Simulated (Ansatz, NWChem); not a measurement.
**The same job for NWChem**

Ansatz 0.2.0 runs this on C2H7BClN (SMILES CNB(C)Cl):

job.yaml:
```yaml
crystal:
  periodic: [false, false, false]
  atoms:
    - {symbol: C, position_ang: [-1.556700, 0.765000, -0.933400]}
    - {symbol: N, position_ang: [-0.561300, -0.131200, -0.395100]}
    - {symbol: B, position_ang: [0.550400, 0.152500, 0.388200]}
    - {symbol: C, position_ang: [1.536600, -0.954100, 0.891800]}
    - {symbol: Cl, position_ang: [0.875400, 1.850200, 0.844500]}
    - {symbol: H, position_ang: [-1.581200, 0.720200, -2.026100]}
    - {symbol: H, position_ang: [-2.554800, 0.521600, -0.557600]}
    - {symbol: H, position_ang: [-1.320300, 1.785700, -0.638600]}
    - {symbol: H, position_ang: [-0.708800, -1.100200, -0.630100]}
    - {symbol: H, position_ang: [1.260900, -1.959000, 0.561500]}
    - {symbol: H, position_ang: [1.583700, -0.956800, 1.984700]}
    - {symbol: H, position_ang: [2.553200, -0.748900, 0.543900]}
basis:
  gaussian: {orbitals: "6-31G*"}
hamiltonian: {xc: {name: B3LYP}}
accuracy: high
output: {forces: true, orbitals: {seedname: orbitals}}
```

```bash
$ ansatz run job.yaml --threads 1 --pin off --max-ram 2610MiB --events-out events.jsonl --progress --plain --runs-dir runs
```

Geometry: relaxed at PBE0-D4/def2-TZVP. This is one conformer, not always the lowest.

It gives a total energy of -620.327402 Eh.

Q: Translate the job to NWChem 7.3.0 as an ASE script.

A: One way, which was run:

run.py:
```python
from ase import Atoms
from ase.calculators.nwchem import NWChem

system = Atoms(['C', 'N', 'B', 'C', 'Cl', 'H', 'H', 'H', 'H', 'H', 'H', 'H'], positions=[
    [-1.556700, 0.765000, -0.933400],
    [-0.561300, -0.131200, -0.395100],
    [0.550400, 0.152500, 0.388200],
    [1.536600, -0.954100, 0.891800],
    [0.875400, 1.850200, 0.844500],
    [-1.581200, 0.720200, -2.026100],
    [-2.554800, 0.521600, -0.557600],
    [-1.320300, 1.785700, -0.638600],
    [-0.708800, -1.100200, -0.630100],
    [1.260900, -1.959000, 0.561500],
    [1.583700, -0.956800, 1.984700],
    [2.553200, -0.748900, 0.543900],
])

calc = NWChem(
    label='test',
    theory='dft',
    memory='2200 mb',
    basis='6-31G*',
    dft={'xc': 'b3lyp', 'mult': '1', 'grid': 'fine', 'convergence': 'energy 1e-08', 'iterations': '100', 'mulliken': None},
)
system.calc = calc

forces = system.get_forces()
print(f"energy = {system.get_potential_energy():.6f} eV")
print("forces (eV/A):")
for s, f in zip(system.symbols, forces):
    print(f"{s:2s} {f[0]:10.5f} {f[1]:10.5f} {f[2]:10.5f}")
print("dipole (e A):", system.get_dipole_moment().round(4))
```

```bash
$ export ASE_NWCHEM_COMMAND="nwchem PREFIX.nwi > PREFIX.nwo"
$ python run.py
```

Its energy is -620.327401 Eh, 0.001 mEh from the first.
